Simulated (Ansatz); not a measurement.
Program: Ansatz. Geometries: PBE0-D4/def2-TZVP. ΔE: electronic, gas phase. CCSD(T)/CBS adds triple-zeta CCSD(T) − MP2 to the extrapolated MP2 energy (def2 sets, frozen cores). def2 core potentials past Kr. For Sn outer-core shells are correlated without core-valence functions, which leaves a few kJ/mol of doubt a bond. Each species was taken in one conformer, which may not be the lowest.

`C=[C]([AlH2])[SnH3]` + `C=C(N)[SiH3]` → `C=C([SiH3])[NH][AlH2]` + `C=[CH][SnH3]`  (ligand exchange at the Al–C bond)

```csv
species,HF/CBS(def2) energy (Eh)
`C=[C]([AlH2])[SnH3]`,-535.06467
`C=C(N)[SiH3]`,-423.24710
`C=C([SiH3])[NH][AlH2]`,-665.78535
`C=[CH][SnH3]`,-292.55906
```

Task: Work out ΔE.

Result: ΔE = (-665.78535) + (-292.55906) − (-535.06467) − (-423.24710) = -0.03264 Eh = -85.7 kJ/mol. CCSD(T)/CBS gives -86.2 kJ/mol.

Largest T1 diagnostic among the species: 0.013.
